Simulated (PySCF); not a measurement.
# Optical rotation: `C[C@@H]1C[SiH2]O[Si@@H]1[SiH3]`, C₃H₁₂OSi₃

Geometry:
```csv
atom,x (Å),y (Å),z (Å)
C1,-1.525,-1.350,-0.413
C2,-1.019,-0.164,0.400
C3,-1.119,1.155,-0.385
Si4,0.096,2.388,0.408
O5,1.150,1.310,1.043
Si6,0.806,-0.302,1.001
Si7,2.235,-1.322,-0.483
H8,-0.905,-1.507,-1.296
H9,-1.498,-2.261,0.183
H10,-2.551,-1.190,-0.743
H11,-1.660,-0.070,1.286
H12,-0.815,0.971,-1.420
H13,-2.151,1.505,-0.426
H14,-0.472,3.154,1.514
H15,0.855,3.185,-0.548
H16,0.831,-0.695,2.417
H17,1.882,-2.740,-0.629
H18,2.207,-0.760,-1.842
H19,3.643,-1.299,-0.073
```

The calculation used TDDFT CAM-B3LYP/def2-SVPD circular dichroism and optical rotation, one conformer, gas phase (PySCF). Geometry: GFN2-xTB.

Stereocentres: C2 R, Si6 R.

Question: Give the optical rotatory dispersion at 633, 589.3, 546, 436, 405, 365, 355 nm.

Answer: [α] in deg dm⁻¹ (g/mL)⁻¹:
```
λ (nm)  origin-invariant length gauge  modified velocity gauge  length gauge (centre of mass)  isotropic polarisability (au)
   633                           +1.7                     -5.2                           +2.2                          116.8
 589.3                           +1.3                     -7.0                           +1.8                          117.3
   546                           +0.4                     -9.6                           +1.0                          117.9
   436                           -7.5                    -25.9                           -6.4                          120.5
   405                          -13.7                    -36.6                          -12.3                          121.7
   365                          -29.1                    -61.2                          -27.2                          123.8
   355                          -35.3                    -70.6                          -33.2                          124.5
```

Where the gauges differ in sign the basis doesn't settle the rotation.

The first excitation lies at 6.32 eV (196 nm) with R = -22.3 × 10⁻⁴⁰ esu² cm² (velocity form).
